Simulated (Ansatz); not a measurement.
`FC[CH](F)[SnH3]` + `C[SiH2]Br` → `C[SiH2][SnH3]` + `FCC(F)Br`  (formal exchange of groups at the Sn–C bond)

Gas-phase electronic energies from Ansatz, PBE0-D4/def2-TZVP geometries. CCSD(T)/CBS is the MP2 limit (def2-TZVPP, def2-QZVPP) plus CCSD(T) − MP2 in def2-TZVPP, frozen cores. DFT in def2-TZVPP. def2 core potentials past Kr. For Br, Sn outer-core shells are correlated without core-valence functions, which leaves a few kJ/mol of doubt a bond. Scalar relativity is left out up to krypton. One conformer a species, not always the lowest.

```csv
species,r2SCAN energy (Eh)
`FC[CH](F)[SnH3]`,-493.82945
`C[SiH2]Br`,-2904.77471
`C[SiH2][SnH3]`,-546.74718
`FCC(F)Br`,-2851.82280
```

**Question.** Work out ΔE.

**Answer.** ΔE = (-546.74718) + (-2851.82280) − (-493.82945) − (-2904.77471) = 0.03418 Eh = +89.7 kJ/mol. CCSD(T)/CBS gives +95.7 kJ/mol.

Largest T1 diagnostic among the species: 0.013.

From PBE to PBE0 (25 % exact exchange), in def2-TZVPP and without D4, ΔE moves by +4.4 kJ/mol. In def2-TZVPP, CCSD(T) changes the Hartree–Fock value by −9.8 kJ/mol (the triples alone add −1.7 kJ/mol) and MP2 by −4.4 kJ/mol.
